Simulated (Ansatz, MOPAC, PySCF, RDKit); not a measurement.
Noncovalent pair: NH3 (SMILES N) (first 4 atoms) with CH4O (SMILES CO); geometry from B3LYP-D3(BJ)/def2-TZVP, rigid monomers moved along the line of their centres of mass till N1···H10 is 2.23 Å.
(charge 0, multiplicity 1):
```json
[
 {"atom": "N", "x (Å)": "0.0224", "y (Å)": "-0.1236", "z (Å)": "0.0761"},
 {"atom": "H", "x (Å)": "-0.3449", "y (Å)": "-0.9589", "z (Å)": "-0.3657"},
 {"atom": "H", "x (Å)": "-0.3594", "y (Å)": "0.6772", "z (Å)": "-0.4145"},
 {"atom": "H", "x (Å)": "1.0265", "y (Å)": "-0.1189", "z (Å)": "-0.0626"},
 {"atom": "C", "x (Å)": "0.2922", "y (Å)": "0.0236", "z (Å)": "3.9648"},
 {"atom": "O", "x (Å)": "-0.8595", "y (Å)": "-0.0459", "z (Å)": "3.1536"},
 {"atom": "H", "x (Å)": "0.9489", "y (Å)": "-0.8481", "z (Å)": "3.8387"},
 {"atom": "H", "x (Å)": "-0.0336", "y (Å)": "0.0491", "z (Å)": "5.0056"},
 {"atom": "H", "x (Å)": "0.8862", "y (Å)": "0.9282", "z (Å)": "3.7756"},
 {"atom": "H", "x (Å)": "-0.5755", "y (Å)": "-0.0684", "z (Å)": "2.2196"}
]
```

Counterpoise-corrected where a basis set is named; no monomer relaxation.

Rows in 6-31G* carry no dispersion term and start afresh at each structure (6-31G* with six Cartesian d functions). The state that AM1 reach isn't checked.

Run with Ansatz (a first-principles code); MOPAC for AM1 (differences of heats of formation); PySCF for 6-31G* rows, the dispersion terms; RDKit for the force fields. 

One of these levels gives -19.9 kJ/mol for the interaction energy. Which?
A) MMFF94
B) HF/6-31G*
C) PBE-D4/def2-TZVPPD
D) AM1

A, MMFF94. The others give -5.6 (AM1), -25.0 (HF/6-31G*), -28.6 (PBE-D4/def2-TZVPPD)
